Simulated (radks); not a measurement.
Results of a calculation; reference values are marked as such.
Question: All-electron atom: Os51+ in [Ar] 3d7. Level of theory: non-relativistic Kohn-Sham, LDA (Slater exchange, Perdew-Wang correlation), spin-unpolarised, spherical densities, point nucleus; relativity is left out, which matters for an element this heavy (a radial shooting solver on a logarithmic mesh with Libxc functionals). Some entries of the table are withheld. Estimate them.

orbital,occ.,eigenvalue (eV),<r> (bohr)
1s,2,(1),0.01994
2s,2,-14082.83,(2)
2p,6,-13657.20,0.07078
3s,2,-5244.916,0.2048
3p,6,-5058.852,(3)
3d,7,-4729.628,(4)

Answer: 
(1) 1s eigenvalue (eV): -70366.66
(2) 2s <r> (bohr): 0.08375
(3) 3p <r> (bohr): 0.1943
(4) 3d <r> (bohr): 0.1686
